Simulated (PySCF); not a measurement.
SiHF, SMILES F[SiH] (connectivity only; charge and spin as stated), neutral, multiplicity 1.

The structure is a stationary point at PBE0-D3(BJ)/def2-TZVPD. The isomer is the one that the SMILES or the coordinates give; other isomers of the formula were not compared.

Two levels are set side by side: PBE/def2-TZVPD (PySCF) and ωB97X/def2-TZVPD (PySCF). Same geometry, gas phase. Differences are taken from unrounded values.

```json
[
 {"quantity": "orbital gap (eV)", "ωB97X": "8.78", "PBE": "2.31", "PBE minus ωB97X": "-6.48"},
 {"quantity": "highest occupied level (eV)", "ωB97X": "-9.32", "PBE": "-5.89", "PBE minus ωB97X": "3.43"},
 {"quantity": "lowest empty level (eV)", "ωB97X": "-0.53", "PBE": "-3.58", "PBE minus ωB97X": "-3.05"},
 {"quantity": "dipole moment (D)", "ωB97X": "0.98", "PBE": "0.86", "PBE minus ωB97X": "-0.12"},
 {"quantity": "mean polarisability (bohr³)", "ωB97X": "32.6", "PBE": "33.7", "PBE minus ωB97X": "1.0"}
]
```

Without exact exchange PBE keeps part of each electron's self-repulsion, which lifts occupied levels and narrows the gap. Loosely held outer electrons make PBE densities more polarisable. Differences between two approximate levels are no errors against the true value.

Rough cost on one machine, each run with all the roots and properties that it gave: ωB97X against PBE within a factor of 2.
